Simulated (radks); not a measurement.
Q: Tc+, configuration [Kr] 4d5 5s1. Method: scalar-relativistic Kohn-Sham, PBE, spin-polarised, spherical densities, point nucleus; open shells are filled with parallel spins first (spin-orbit coupling, left out, can overturn this in heavy ions); computed with a radial shooting solver on a logarithmic mesh with Libxc functionals. Some entries of the table are withheld. Estimate them.

| orbital | occ. | eigenvalue (eV) | r(max) (bohr) |
|---|---|---|---|
| 1s up | 1 | -20875.69 | 0.02228 |
| 1s down | 1 | -20875.68 | 0.02228 |
| 2s up | 1 | -2984.587 | 0.1262 |
| 2s down | 1 | -2983.951 | 0.1262 |
| 2p up | 3 | -2671.801 | 0.1008 |
| 2p down | 3 | -2671.323 | 0.1008 |
| 3s up | 1 | -525.7303 | 0.3723 |
| 3s down | 1 | -525.3876 | 0.3724 |
| 3p up | 3 | -423.0971 | 0.3657 |
| 3p down | 3 | -422.7097 | 0.3658 |
| 3d up | 5 | -257.0955 | 0.3114 |
| 3d down | 5 | -256.4991 | 0.3116 |
| 4s up | 1 | -81.9020 | 0.9516 |
| 4s down | 1 | -78.6105 | 0.9464 |
| 4p up | 3 | -54.0105 | 1.026 |
| 4p down | 3 | -50.4171 | 1.019 |
| 4d up | 5 | (1) | 1.274 |
| 5s up | 1 | -12.1574 | 2.574 |
| 4d down | 0 | (2) | 1.259 |

A: 
(1) 4d up eigenvalue (eV): -15.3233
(2) 4d down eigenvalue (eV): -11.4268
